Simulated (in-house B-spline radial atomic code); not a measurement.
**RPA and G0W0 on BLYP: S VI (S5+)**

Configuration [Ne] 3s1, highest spin, mean-field start BLYP. Computed with a B-spline radial code for spherical atoms: all electrons, scalar-relativistic (spin-free one-electron X2C), finite nucleus, each spin shell either full or empty, empty states to l = 9 with an (l + 1/2)⁻⁴ tail; G0W0 by contour deformation at full frequency.

Command:
```bash
python run_gw.py task.json out
```
Settings (radii: box in bohr, nucleus in fm):
```
Z                        16
electrons                11
configuration            [Ne] 3s1
hamiltonian              x2c
method                   b88,lyp
lmax                     9
rms_radius               3.2611
spin_polarised           True
box_radius               10.43
intervals                68
ion_configuration        [He] 2s2 2p6
```

Run time, properties included: 3.5 s on 1 thread of Arm Neoverse N1 (shared host).

Energies (hartree):

```
                                     term       value
                         mean-field total  -392.32105
Hartree-Fock functional on these orbitals  -391.84473
                      direct second order    -0.73944
                    second-order exchange     0.28124
                         SOSEX correction     0.25911
```

(1) What is the RPA correlation energy, and what remains with SOSEX?

Quasi-particle levels (eV):

```csv
level,occupied,mean field,Σx - vxc,Σc,QP weight,G0W0
3s up,yes,-81.97,-5.72,?,?,?
2p down,yes,-236.27,-24.89,3.57,0.936,-257.59
2p up,yes,-236.67,-25.13,3.67,0.932,-258.13
3s down,no,-79.35,9.08,-2.60,0.934,-72.87
```

G0W0 = mean field + (Σx - vxc) + Σc, with Σc (partial-wave tail included) taken at the quasi-particle energy. Only the outer levels were computed. Levels of low weight are left out.

(2) Where does G0W0 put 3s up?

(3) What does it cost to remove one electron (to [He] 2s2 2p6) by differences of total energies, each species on its own start (correlation terms add to the Hartree-Fock functional)?

Answers

(1) RPA gives -0.67143 hartree (-1.66 eV per electron); RPA + SOSEX gives -0.41232, and the second-order doubles -0.4582 hartree (no singles). SOSEX takes back 39 % of the RPA value.

(2) At -89.26 eV, with Σc = -1.57 eV and a quasi-particle weight of 0.968. The tabulated removal energy is 88.053 eV (NIST, measured); the calculation leaves out spin-orbit coupling, Breit and QED terms, and what these don't explain is the method's own error.

(3) BLYP 89.15 eV, Hartree-Fock functional 87.55 eV, + RPA 88.93 eV, + RPA + SOSEX 88.01 eV, + second order 88.13 eV. Tabulated: 88.053 eV (NIST, measured); the calculation leaves out spin-orbit coupling, Breit and QED terms, and what these don't explain is the method's own error.
